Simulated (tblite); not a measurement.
C5H10SSi.
Structure used (GFN2-xTB), in Å, numbered top down from 1:
```xyz
17
C5H10SSi angstrom
C      2.895    0.391    1.534
C      2.569    0.513    0.382
Si     2.016    0.633   -1.379
S      0.524   -0.861   -1.798
C     -0.978   -0.120   -1.068
C     -0.940   -0.090    0.450
C     -2.259    0.420    1.020
H      3.188    0.290    2.539
H      1.392    1.938   -1.590
H      3.106    0.313   -2.286
H     -1.796   -0.748   -1.421
H     -1.099    0.881   -1.483
H     -0.740   -1.098    0.819
H     -0.121    0.553    0.782
H     -2.472    1.423    0.654
H     -2.213    0.454    2.106
H     -3.080   -0.231    0.729
```

Computed with GFN2-xTB (tblite): harmonic, unscaled wavenumbers at the GFN2-xTB geometry, gas phase. This tight-binding method is rough: wavenumbers can miss measured ones by several per cent, in bad cases by 10 to 20. Modes of hydrogen on silicon can be 10 to 20 % off. One conformer, not necessarily the lowest.

Harmonic wavenumbers (cm⁻¹): 37.6, 60.3, 77.2, 102.6, 180.1, 210.2, 227.9, 233.3, 284.8, 361.6, 468.3, 496.3, 589.9, 658.8, 678.8, 684.4, 720.6, 732.3, 744.5, 771.3, 875.6, 945.2, 1050.3, 1083.8, 1118.2, 1217.6, 1238.8, 1271.4, 1341.2, 1413.7, 1457.6, 1493.1, 1500.9, 1503.9, 2201.4, 2261.2, 2344.5, 2963.3, 2971.3, 2988.0, 2995.1, 3030.0, 3035.5, 3042.4, 3355.6.

A = 2025, B = 1205, C = 842.4 MHz; mass 130.027 u (most abundant isotopes); point group C1, symmetry number 1.

Zero-point energy?

Half the sum of the wavenumbers: 28510 cm⁻¹ = 81.52 kcal/mol.

What is S at 350 K and 1 bar for an ideal gas of classical rigid rotors and harmonic oscillators?

Translation 41.32, rotation 29.92, vibration 37.79: S = 109.0 cal/(mol K).

And Cp and H(350 K) − H(0)?

Cp = 42.90 cal/(mol K), of which vibrations give 34.95 (their classical limit is 45 R = 89.4); H(350 K) − H(0) = 9.38 kcal/mol without the zero-point energy, 6.60 from vibrations.

How do the functions run with temperature in this model?

| T (K) | S (cal/(mol K)) | Cp (cal/(mol K)) | H − H(0) (kcal/mol) | G − H(0) (kcal/mol) | ln q(vib) |
| --- | --- | --- | --- | --- | --- |
| 150 | 81.1 | 25.0 | 2.54 | -9.63 | 3.83 |
| 250 | 96.1 | 34.3 | 5.51 | -18.51 | 6.76 |
| 298.15 | 102.5 | 38.6 | 7.27 | -23.29 | 8.11 |
| 400 | 115.0 | 46.7 | 11.62 | -34.38 | 10.87 |
| 600 | 136.4 | 58.9 | 22.26 | -59.58 | 15.97 |
| 900 | 162.8 | 71.0 | 41.89 | -104.61 | 22.86 |

q(vib) and H(0) count from the zero-point level.

Blend soft modes into free rotors: weight 1/[1 + (100 cm⁻¹/ν̃)⁴] for the oscillator and the rest for a rotor with moment μB/(μ + B), μ = h/(8π²ν), B = 10⁻⁴⁴ kg m². What vibrational entropy results?

33.91 cal/(mol K) in place of 37.79, which changes −T·S at 350 K by +1.36 kcal/mol.

What must be added to the electronic energy to get the Gibbs energy at 350 K and 1 bar?

ZPE + [H(350 K) − H(0)] − T·S = 81.52 + 9.38 − 38.16 = 52.74 kcal/mol.

Hindered rotation and anharmonicity are outside this model. Other conformers, if any are populated, would add a mixing term that is left out. The structure is chiral; the term R ln 2 for an equal mix with its mirror image is left out.
